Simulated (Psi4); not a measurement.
Internal rotation in SMILES CCCS (C₃H₈S). Scanned: dihedral C1–C2–C3–S4 and dihedral C2–C3–S4–H12; all other coordinates were relaxed at GFN2-xTB. Points at φ and −φ are mirror images.

Atom numbering (GFN2-xTB optimised geometry, Å):
```
12

C     -1.5365    -0.0099     0.3576
C     -0.1229     0.5192     0.1464
C      0.7584    -0.5272    -0.5156
S      2.4393     0.0986    -0.8632
H     -1.9920    -0.2740    -0.5941
H     -1.5232    -0.8955     0.9893
H     -2.1538     0.7456     0.8370
H     -0.1516     1.4121    -0.4816
H      0.3100     0.8019     1.1096
H      0.8526    -1.4210     0.1020
H      0.3621    -0.8109    -1.4904
H      2.7576     0.3611     0.4029
```

Method: PBE/def2-SVP // GFN2-xTB in Psi4.

Energy in kJ/mol above the lowest grid point; x is the dihedral C1–C2–C3–S4 (°), y the dihedral C2–C3–S4–H12 (°).

```
y \ x  -150  -120   -90   -60   -30     0    30    60    90   120   150  180
-----  ----  ----  ----  ----  ----  ----  ----  ----  ----  ----  ----  ---
180    10.5  18.3  10.5   5.2  16.4  26.3  16.4   5.2  10.5  18.3  10.5  3.7
150    13.7  20.5  10.8   6.8  19.7  28.6  17.3   6.1  14.0  21.3  12.1  5.7
120    15.8  22.5  11.4   6.3  20.5  29.0  17.8   6.3  15.0  22.8  13.5  7.1
90     11.8  18.5   7.9   1.5  14.9  23.8  12.9   2.0   9.9  17.8   9.3  3.2
60      9.2  16.1   6.5   1.0  12.8  22.3  11.0   0.0   7.4  15.3   6.7  0.7
30     13.6  21.3  11.5   7.6  20.0  29.2  18.3   4.5  12.5  21.1  11.3  4.5
0      16.5  26.1  15.9  10.0  25.1  34.5  25.1  10.0  15.9  26.1  16.5  8.0
-30    11.3  21.1  12.5   4.5  18.3  29.2  20.0   7.6  11.5  21.3  13.6  4.5
-60     6.7  15.3   7.4   0.0  11.0  22.3  12.8   1.0   6.5  16.1   9.2  0.7
-90     9.3  17.8   9.9   2.0  12.9  23.8  14.9   1.5   7.9  18.5  11.8  3.2
-120   13.5  22.8  15.0   6.3  17.8  29.0  20.5   6.3  11.4  22.5  15.8  7.1
-150   12.1  21.3  14.0   6.1  17.3  28.6  19.7   6.8  10.8  20.5  13.7  5.7
```

The six lowest points that lie below all their neighbours on the grid: x = -60, y = -60 (0.0 kJ/mol); x = 60, y = 60 (0.0 kJ/mol); x = 180, y = -60 (0.7 kJ/mol); x = 180, y = 60 (0.7 kJ/mol); x = -60, y = 60 (1.0 kJ/mol); x = 60, y = -60 (1.0 kJ/mol). The lowest path on the grid from the first to the second passes x = -120, y = -60 at 15.3 kJ/mol.
